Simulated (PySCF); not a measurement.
## Exercise with solution: oscillator strength and radiative lifetime

CH5NO2Si2, SMILES [SiH3][Si@@H](O)OC#N.

The structure is a stationary point at PBE0-D3(BJ)/def2-SVP. The structure was generated by enumeration; whether it is a known compound was not checked. The values are those of a single conformer.

TDA-PBE0/def2-SVPD (PySCF) puts the first singlet state with f over 0.02 at 6.79 eV (vertical), with the transition dipole (0.308, -0.221, 0.220) in atomic units.

Problem. Find the oscillator strength, the wavelength and the radiative lifetime that this transition would have in vacuum if emission retraced absorption.

Solution. 
|μ|² = 0.1921 au, so |μ| = 1.11 D. ΔE = 6.79/27.211 = 0.2495 hartree. f = (2/3) ΔE |μ|² = 0.032 (the program prints 0.032).
λ = 1239.84/6.79 = 183 nm; ν = 54765 cm⁻¹.
Einstein's coefficient A = 0.6670 ν² f s⁻¹ (ν in cm⁻¹) = 6.4e7 s⁻¹, so τ = 1/A = 16 ns. This state is S3; the lower singlets have f = 0.009, 0.017. The figure is the radiative limit of this one transition; relaxation, internal conversion, crossing to triplets and a medium change what is measured.
